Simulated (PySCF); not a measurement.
A side-by-side comparison of computed properties.

First species: C4H15NSi3.
Numbering: `[CH3:1][N:2]([CH3:3])[Si@H:4]1[SiH2:5][C@H:6]([CH3:7])[SiH2:8]1` (hydrogens: H9, H10, H11 on C1; H12, H13, H14 on C3; H15 on Si4; H16, H17 on Si5; H18 on C6; H19, H20, H21 on C7; H22, H23 on Si8)

Second species: C₂H₁₀F₂N₂Si₂.
Geometry (GFN2-xTB, Å), atoms numbered from 1 in this order:
```
atom  x, y, z in Å
C1     3.475    0.230    0.025
N2     2.062    0.092    0.297
Si3    0.945   -0.571   -0.813
F4     1.014    0.353   -2.127
N5    -0.650   -0.425   -0.175
Si6   -1.950    0.539   -0.767
C7    -3.463   -0.022    0.267
F8    -3.151   -0.027    1.615
H9     3.887    1.062    0.598
H10    4.039   -0.676    0.270
H11    3.606    0.438   -1.034
H12    1.872    0.007    1.283
H13    1.191   -1.917   -1.317
H14   -0.813   -0.891    0.702
H15   -1.738    1.973   -0.553
H16   -2.228    0.228   -2.169
H17   -3.791   -1.036    0.031
H18   -4.315    0.649    0.152
```

Levels: PBE0/pcSseg-1 for dipole moment, HOMO energy, LUMO energy and HOMO–LUMO gap; GFN2-xTB for rotational constant A and rotational constant C. Geometries: GFN2-xTB. All species are isolated and taken at one optimised geometry, non-relativistic unless stated. Electronic properties by PySCF.

Dipoles, sizes and rotational constants follow the conformer. The torsions of the flexible species, by atom-mapped SMILES:
- `[CH3:1][N:2]([CH3:3])[Si@H:4]1[SiH2:5][C@H:6]([CH3:7])[SiH2:8]1`: C1–N2–Si4–Si5 -54°
- `[CH3:1][NH:2][Si@H:3]([F:4])[NH:5][SiH2:6][CH2:7][F:8]`: C1–N2–Si3–F4 -59°, N2–Si3–N5–Si6 113°, Si3–N5–Si6–C7 171°, N5–Si6–C7–F8 49°

Values for the first species:

| Quantity | Value |
| --- | --- |
| Dipole moment | 1.08 D |
| HOMO energy | -6.06 eV |
| LUMO energy | -1.02 eV |
| HOMO–LUMO gap | 5.04 eV |
| Rotational constant A | 2.126 GHz |
| Rotational constant C | 0.625 GHz |

Question: Estimate the same properties for the second species, and the change in each.

Answer: 
```tsv
property	first	second	second less first
dipole moment	1.08 D	1.59 D	+0.51 D
HOMO energy	-6.06 eV	-7.07 eV	-1.01 eV
LUMO energy	-1.02 eV	0.67 eV	+1.69 eV
HOMO–LUMO gap	5.04 eV	7.74 eV	+2.70 eV
rotational constant A	2.126 GHz	2.882 GHz	+0.756 GHz
rotational constant C	0.625 GHz	0.537 GHz	-0.088 GHz
```

On the first: In atomic units the dipole is 0.42 e·bohr (1 au = 2.5417 D). A dipole of 1.08 D is allowed in C1, and pure rotational transitions are dipole-allowed.

On the second: In atomic units the dipole is 0.62 e·bohr (1 au = 2.5417 D). A dipole of 1.59 D is allowed in C1, and pure rotational transitions are dipole-allowed.
